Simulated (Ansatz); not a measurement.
Ansatz (a first-principles code) input (wB97M-V/def2-TZVPD):

Ansatz 0.2 input:
```yaml
crystal:
  periodic: [false, false, false]
  atoms:
    - {symbol: C, position_ang: [-1.60188503, -0.38191352, 0.48038032]}
    - {symbol: N, position_ang: [-0.52759805, 0.62498875, 0.14812742]}
    - {symbol: Si, position_ang: [1.13232585, -0.13505595, -0.33412308]}
    - {symbol: H, position_ang: [-1.26228343, -0.98753889, 1.31650138]}
    - {symbol: H, position_ang: [-1.76869183, -1.01048116, -0.39041700]}
    - {symbol: H, position_ang: [-2.51747839, 0.14034601, 0.74499892]}
    - {symbol: H, position_ang: [-0.85875329, 1.22718984, -0.60910503]}
    - {symbol: H, position_ang: [-0.39670155, 1.24812258, 0.94830320]}
    - {symbol: H, position_ang: [1.97647604, 1.03623927, -0.60030858]}
    - {symbol: H, position_ang: [0.78762878, -0.93921672, -1.51236021]}
    - {symbol: H, position_ang: [1.49173827, -0.90731782, 0.86093660]}
basis:
  gaussian:
    orbitals: def2-TZVPD
hamiltonian:
  xc: {name: wB97M-V}
total_charge: 1
output: {forces: true}
```

End of the output:

```
integrals: 0.13 GiB planned
1045 factors; their error is unknown
integrals: 0.17 GiB planned
444 factors; integrals over basis functions are off by at most 3.6e-6 eV
0.36 GiB of the device are held for the grids
1.34 GiB of device memory are held for the factors and their scratch space
mean field: 0.96 GiB planned
mean field evaluation 1: about -10520.6519 eV, gradient 6.0e1 eV
mean field evaluation 2: about -10522.2155 eV, gradient 5.2e1 eV
mean field evaluation 4: about -10527.6164 eV, gradient 2.0e0 eV
mean field evaluation 8: about -10527.6357 eV, gradient 5.1e-2 eV
mean field evaluation 16: about -10527.6153 eV, gradient 7.3e-5 eV
mean field -10527.61528231 eV, -386.8827257508 hartree, gradient 7.3e-5 eV, S^2 0.000000; 0 other end points of the search recorded, 0 dependent functions left out
the calculation of the forces begins
reference -10527.61533352 eV, -386.8827276330 hartree; 17, 17 occupied and 172, 172 virtual orbitals, 1045 factors
Total energy: -10527.61533352 eV, -386.8827276330 hartree
Atom 0 at    -1.601885    -0.381914     0.480380 Å, force     0.090728     0.069599    -0.027853 eV/Å
Atom 1 at    -0.527598     0.624989     0.148127 Å, force     0.005425    -0.046471    -0.000985 eV/Å
Atom 2 at     1.132326    -0.135056    -0.334123 Å, force    -0.037825     0.000827     0.011211 eV/Å
Atom 3 at    -1.262283    -0.987539     1.316501 Å, force     0.000643     0.006549    -0.009657 eV/Å
Atom 4 at    -1.768692    -1.010481    -0.390417 Å, force     0.005756     0.006781     0.007579 eV/Å
Atom 5 at    -2.517478     0.140346     0.744999 Å, force     0.022535    -0.013988    -0.006498 eV/Å
Atom 6 at    -0.858753     1.227190    -0.609105 Å, force     0.006666    -0.022738     0.027562 eV/Å
Atom 7 at    -0.396702     1.248123     0.948303 Å, force    -0.009275    -0.023460    -0.026167 eV/Å
Atom 8 at     1.976476     1.036239    -0.600309 Å, force    -0.058588    -0.063744     0.018239 eV/Å
Atom 9 at     0.787629    -0.939217    -1.512360 Å, force     0.004607     0.044121     0.062741 eV/Å
Atom 10 at     1.491738    -0.907318     0.860937 Å, force    -0.030673     0.042523    -0.056173 eV/Å
Dipole moment:    -0.270958     0.310274     0.076218 e Å
```

It need not be the lowest isomer of its formula.
